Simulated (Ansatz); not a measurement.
Relaxation of AlClFH₃Si (7 atoms, charge 0, multiplicity 1), to a largest force component of 0.015 eV/Å in at most 40 steps.

These are results of RKS B3LYP-D4/def2-SVP (Ansatz 0.2.0), not measurements.

```xyz
7
Properties=species:S:1:pos:R:3
F -1.960 0.656 0.685
Si -0.378 0.936 0.332
Al 0.572 -1.115 -0.305
Cl -0.086 -2.201 -2.057
H -0.236 1.893 -0.789
H 0.305 1.478 1.526
H 1.843 -1.713 0.563
```

Problem. Where does it end, and by what steps?

Solution. It converged. The force dipped under the threshold on the way, but the program's further checks kept it going. After 25 steps the energy has fallen by 0.174 eV; Cl4 moved furthest, 0.98 Å.

| step | energy less start (eV) | largest force component (eV/Å) | accepted |
| --- | --- | --- | --- |
| 0 | 0.0000 | 1.549 | yes |
| 1 | -0.1350 | 0.363 | yes |
| 2 | -0.1584 | 0.277 | yes |
| 3 | -0.1617 | 0.221 | yes |
| 4 | -0.1638 | 0.087 | yes |
| 5 | -0.1645 | 0.023 | yes |
| 6 | -0.1650 | 0.015 | yes |
| 7 | -0.1659 | 0.078 | yes |
| 8 | -0.1665 | 0.061 | yes |
| 9 | -0.1676 | 0.068 | yes |
| 10 | -0.1683 | 0.089 | yes |
| 11 | -0.1691 | 0.080 | yes |
| 12 | -0.1701 | 0.099 | yes |
| 13 | -0.1707 | 0.069 | yes |
| 14 | -0.1715 | 0.078 | yes |
| 15 | -0.1718 | 0.075 | yes |
| 16 | -0.1723 | 0.073 | yes |
| 17 | -0.1728 | 0.025 | yes |
| 18 | -0.1731 | 0.006 | yes |
| 19 | -0.1720 | 0.156 | no |
| 20 | -0.1733 | 0.036 | yes |
| 21 | -0.1734 | 0.046 | yes |
| 22 | -0.1736 | 0.030 | yes |
| 23 | -0.1737 | 0.011 | yes |
| 24 | -0.1737 | 0.011 | yes |
| 25 | -0.1737 | 0.005 | yes |

```xyz
7
Properties=species:S:1:pos:R:3
F -1.972 0.864 -0.010
Si -0.373 0.955 0.334
Al 0.703 -1.146 -0.353
Cl -0.490 -2.626 -1.278
H 0.188 2.143 -0.382
H -0.230 1.218 1.800
H 2.236 -1.478 -0.156
```

Run time: 87 s on 1 thread of Arm Neoverse V1, with other jobs on the host, peak memory 0.16 GiB.
